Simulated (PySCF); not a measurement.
FH3NO2Ta, SMILES [NH]=[Ta]([OH])([OH])[F], multiplicity 1. Atoms are numbered in the order given.

```xyz
8

Ta     0.0061    -0.0108     0.0000
N      1.7798     0.0790     0.0000
H      2.7928     0.0877     0.0000
F     -0.5225    -1.8415     0.0000
O     -0.6569     0.8794     1.5590
H     -0.2417     1.3262     2.3049
O     -0.6569     0.8794    -1.5590
H     -0.2417     1.3262    -2.3049
```
Charge 0, spin multiplicity 1.

Coordinates come from a B3LYP-D3(BJ)/def2-SVP optimisation. The spin state was assumed, not searched. The structure was generated by enumeration; whether it is a known compound was not checked. The def2 effective core potentials stand for the cores of Ta; spin–orbit coupling is left out. Other conformers were not sampled.

These are PBE/def2-TZVP in PySCF values and carry that method's errors.

Symmetry labels are those of the subgroup Cs that the program uses (full group Cs).

Computed valence orbital energies around the gap with their symmetry:
```tsv
orbital	symmetry	energy (eV)
HOMO−7	A"	-9.90
HOMO−6	A'	-9.66
HOMO−5	A'	-8.94
HOMO−4	A"	-8.41
HOMO−3	A'	-8.21
HOMO−2	A"	-7.80
HOMO−1	A"	-6.57
HOMO	A'	-6.46
LUMO	A"	-1.10
LUMO+1	A'	-1.01
LUMO+2	A'	-0.85
LUMO+3	A'	-0.37
```
